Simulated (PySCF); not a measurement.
# Electron correlation in Pb⁴⁶⁺ (lead, charge +46)

Starting occupation: [Kr]. All numbers are calculated (PySCF 2.14, X2C-1e with screened-nucleus spin-orbit coupling, Gaussian nucleus, in an even-tempered Gaussian basis (18 s from 2.7 bohr⁻², ratio 2.6; 16 p from 3.5 bohr⁻², ratio 2.6; 11 d from 3.5 bohr⁻², ratio 2.6; 5 f from 3.6 bohr⁻², ratio 2.8)). Frozen: [Ar] 3d10; 8 electrons correlated; the 114 highest virtual spinors left out.

MP2 pair energies summed by pair of shells (mhartree):

| pair | energy | share (%) |
| --- | --- | --- |
| 4p3/2-4p3/2 | -129.02 | 39.9 |
| 4p1/2-4p3/2 | -107.48 | 33.2 |
| 4p3/2-4s1/2 | -31.80 | 9.8 |
| 4p1/2-4p1/2 | -27.76 | 8.6 |
| 4p1/2-4s1/2 | -16.05 | 5.0 |
| 4s1/2-4s1/2 | -11.51 | 3.6 |

Total MP2 correlation energy: -323.63 mhartree.

The virtual space was cut to 74 spinors, which keep -319.95 of the -323.63 mhartree of MP2 correlation.

```json
{"level": "CCSD", "correlation energy (mhartree)": "-339.86"}
{"level": "(T)", "correlation energy (mhartree)": "-1.97"}
{"level": "CCSD(T)", "correlation energy (mhartree)": "-341.83"}
```

Diagnostics: T1 = 0.00014, largest double amplitude 0.032.

Cost of the coupled-cluster step: 61 s of wall time on 1 thread of Intel(R) Xeon(R) Platinum 8259CL CPU @ 2.50GHz (shared host), for 8 occupied and 74 virtual spinors.

At this charge the one-electron X2C treatment keeps the bare 1/r₁₂, with no two-electron picture change or Breit term. The effect here is smaller than on the frozen 1s shell.
